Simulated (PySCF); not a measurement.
[YbH3(NH3)]− at several levels of theory

Computed with PySCF 2.14.0 (density fitting, no spin-orbit coupling) at the geometry relaxed with PBE0:

```xyz
8
[YbH3(NH3)]− (singlet)
Yb    0.2341   -0.2341    0.2341
H     1.2147    1.4906    1.2147
H    -1.4906   -1.2147    1.2147
H     1.2147   -1.2147   -1.4906
N    -1.2303    1.2303   -1.2303
H    -1.8275    1.8275   -0.6607
H    -0.6607    1.8275   -1.8275
H    -1.8275    0.6607   -1.8275
```

```
level                                              basis    state  HOMO (eV)  gap (eV)  charge on Yb1 (e)  population of f-type functions on Yb1 (core shells left out)  dipole about the centre of mass (D)  largest force component (eV/Å)
 PBE0     Yb def2-SVP with ECP28, H def2-SVP, N def2-SVP  singlet       0.46      2.50               0.18                                                         13.97                                 5.18                            0.00
 PBE0  Yb def2-TZVP with ECP28, H def2-TZVP, N def2-TZVP  singlet       0.35      2.50               0.28                                                         13.98                                 4.88                            0.22
```

Charges are Mulliken's, which hang on the basis. The relaxation used the grid (50, 194), these runs (75, 302) or, all-electron (x2c bases, spin-free X2C Hamiltonian), (99, 590).

Problem. A further run in the first row's basis gives HOMO (eV) -0.94, gap (eV) 4.48, charge on Yb1 (e) 0.19, population of f-type functions on Yb1 (core shells left out) 13.98, dipole about the centre of mass (D) 5.29, largest force component (eV/Å) 0.04. Which level was it?
A. CAM-B3LYP
B. revPBE

Solution. A. The others give HOMO 2.17 eV (revPBE).

In the first row's basis the gap widens with exact exchange: 0.2 eV for revPBE (none); 2.5 eV for PBE0 (a fixed share); 4.5 eV for CAM-B3LYP (rising or full at long range).

A frequency check found unstable modes (2, the lowest at -9 cm⁻¹), so the relaxed geometry is a saddle point, or these are noise.

Small gap, closed shell not tested for a spin-broken solution: revPBE.

The highest filled level of some runs lies above zero, as often for anions with such functionals and bases.
